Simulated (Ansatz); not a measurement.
`C=C[SiH](F)[GeH3]` and `F[SiH](F)[GeH3]` differ in one atom or group.

Ansatz, PBE0-D4/def2-TZVP geometries, multiplicity 1. Each molecule was computed in one conformer, which needn't be the lowest.

Scalar relativity is left out up to krypton.

```tsv
property	`C=C[SiH](F)[GeH3]`
HOMO–LUMO gap (PBE/def2-TZVPP) / eV	4.71
size of the dipole moment (B3LYP/def2-TZVPP) / D	1.81
size of the dipole moment (PBE/def2-TZVPP) / D	1.73
HOMO energy (B3LYP/def2-TZVPP) / eV	-7.68
HOMO–LUMO gap (ωB97M-V/def2-TZVPP) / eV	10.85
LUMO energy (PBE/def2-TZVPP) / eV	-2.04
```

Question: What does the change do to each property? (Estimate.)

Answer: Ansatz gave: 
| property | `F[SiH](F)[GeH3]` | shift |
| --- | --- | --- |
| HOMO–LUMO gap (PBE/def2-TZVPP) / eV | 6.20 | 1.49 |
| size of the dipole moment (B3LYP/def2-TZVPP) / D | 1.56 | -0.25 |
| size of the dipole moment (PBE/def2-TZVPP) / D | 1.44 | -0.29 |
| HOMO energy (B3LYP/def2-TZVPP) / eV | -8.33 | -0.65 |
| HOMO–LUMO gap (ωB97M-V/def2-TZVPP) / eV | 12.17 | 1.32 |
| LUMO energy (PBE/def2-TZVPP) / eV | -1.08 | 0.96 |

With PBE0 the HOMO falls by 0.64 eV and the LUMO rises by 0.85 eV, so the gap widens by about 1.49 eV. PBE moves the HOMO by -0.52 eV and ωB97M-V by -0.65 eV. The zero-point energy changes by -103.9 kJ/mol with -12 modes. Dipoles are sizes alone; their direction can turn.

B3LYP here is the variant with VWN-RPA as its local correlation; programs differ in this.
